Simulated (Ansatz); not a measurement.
Reaction (formal exchange of groups at the Al–Si bond): `[OH][AlH][SiH2]O` + `N=CI` → `[OH][AlH][I]` + `N=C[SiH2]O`

Program: Ansatz. Geometries: PBE0-D4/def2-TZVP. ΔE: electronic, gas phase. CBS: MP2 limit from def2 TZ/QZ plus the TZ coupled-cluster correction, frozen cores. Functionals use def2-TZVPP. B3LYP here is the variant with VWN-RPA as its local correlation; programs differ in this. HSE06 is defined as in plane-wave codes. def2 core potentials past Kr. For I outer-core shells are correlated without core-valence functions, which leaves a few kJ/mol of doubt a bond. Each species was taken in one conformer, which may not be the lowest.

```
             level  ΔE (kJ/mol)  difference from CCSD(T)/CBS
         revPBE-D4       -180.4                         31.6
           BLYP-D4       -183.9                         28.1
         r2SCAN-D4       -202.9                          9.1
            B97M-V       -198.8                         13.2
          B3LYP-D4       -198.5                         13.5
        r2SCANh-D4       -207.5                          4.5
        r2SCAN0-D4       -214.0                         -2.0
          HSE06-D4       -198.5                         13.5
          BHLYP-D4       -217.7                         -5.7
      CAM-B3LYP-D4       -208.9                          3.1
           ωB97X-V       -208.4                          3.6
           ωB97M-V       -216.6                         -4.6
            B2PLYP       -206.8                          5.2
          PBE-QIDH       -214.9                         -2.9
               PBE       -180.7                         31.3
            revPBE       -176.7                         35.3
              BLYP       -182.1                         29.9
            r2SCAN       -202.8                          9.2
              PBE0       -198.2                         13.8
             B3LYP       -197.4                         14.6
           r2SCANh       -207.4                          4.6
           r2SCAN0       -213.9                         -1.9
             HSE06       -198.1                         13.9
             BHLYP       -217.0                         -5.0
         CAM-B3LYP       -208.5                          3.5
           LC-ωPBE       -210.1                          1.9
RPA@PBE/def2-TZVPP       -198.7                         13.3
      MP2/def2-SVP       -231.6                        -19.6
     CCSD/def2-SVP       -225.5                        -13.5
  CCSD(T)/def2-SVP       -222.1                        -10.1
     HF/def2-TZVPP       -233.5                        -21.5
    MP2/def2-TZVPP       -218.9                         -6.9
SCS-MP2/def2-TZVPP       -214.8                         -2.8
   CCSD/def2-TZVPP       -213.1                         -1.1
CCSD(T)/def2-TZVPP       -209.1                          2.9
     HF/def2-QZVPP       -232.3                        -20.3
SCS-MP2/def2-QZVPP       -216.4                         -4.4
      HF/CBS(def2)       -232.1                        -20.1
     MP2/CBS(def2)       -221.8                         -9.8
    CCSD/CBS(def2)       -215.9                         -3.9
       CCSD(T)/CBS       -212.0                            0
```

Largest T1 diagnostic among the species: 0.013.

From BLYP to BHLYP (50 % exact exchange), in def2-TZVPP and without D4, ΔE moves by −34.9 kJ/mol. Leaving LDA and LC-ωPBE aside and taking each functional with its dispersion term where it has one, the values spread over 37.3 kJ/mol, from BHLYP-D4 to revPBE-D4. LDA lies −9.7 kJ/mol from PBE without D4. In def2-TZVPP, CCSD(T) changes the Hartree–Fock value by +24.4 kJ/mol (the triples alone add +3.9 kJ/mol) and MP2 by +14.6 kJ/mol.
